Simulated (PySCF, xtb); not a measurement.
C3H7NOSi, SMILES C[C@@H](C#N)[SiH2]O. The values are those of a single conformer.

Harmonic wavenumbers (cm⁻¹) from GFN2-xTB (xtb) at its own minimum, in rising order: 44, 114, 169, 186, 228, 276, 319, 471, 516, 550, 595, 644, 742, 762, 793, 919, 925, 999, 1082, 1093, 1174, 1272, 1414, 1497, 1503, 2280, 2357, 2386, 2946, 3012, 3031, 3037, 3641.

### Question
What does PySCF with PBE-D3(BJ)/def2-SVP give at its own minimum? (The exact figures need the calculation; the answer reports its results.)

### Answer
55, 108, 164, 205, 231, 294, 350, 480, 535, 599, 626, 702, 814, 857, 869, 896, 921, 966, 1048, 1058, 1121, 1252, 1342, 1416, 1426, 2162, 2203, 2262, 2981, 2985, 3074, 3080, 3722. Paired by order, the mean absolute difference is 47 cm⁻¹ and the zero-point energies are 58.6 and 58.3 kcal/mol.
